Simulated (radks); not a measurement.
Effect of the nuclear size on the ruthenium ion Ru42+, [He]. All-electron calculation, Dirac Kohn-Sham, BLYP, spin-unpolarised, spherical densities, finite nucleus; Fermi nuclear charge, rms radius 4.4809 fm. Program: a radial shooting solver on a logarithmic mesh with Libxc functionals. The rms radius is varied about that value; shifts are against it.

rms radius (fm)  total energy shift (eV)  density at nucleus (e/bohr^3)  1s1/2 shift (meV)  2s1/2 (empty) shift (meV)  2p1/2 (empty) shift (meV)
3.7864                            -0.495                      9.962e+04               -240                      -33.0                      -1.76
4.2345                            -0.184                       9.83e+04              -89.3                      -12.3                     -0.655
4.4809                                 0                      9.764e+04              0.000                      0.000                      0.000
4.7273                             0.193                      9.702e+04               93.8                       12.9                      0.688
5.2292                             0.614                      9.586e+04                298                       41.0                       2.19

Slopes of the eigenvalues against <r^2> in GHz/fm^2, as finite differences over the two radii next to the reference (eigenvalue slopes, not the field-shift constants of lines): 1s1/2 10000, 2s1/2 (empty) 1380, 2p1/2 (empty) 73.5.
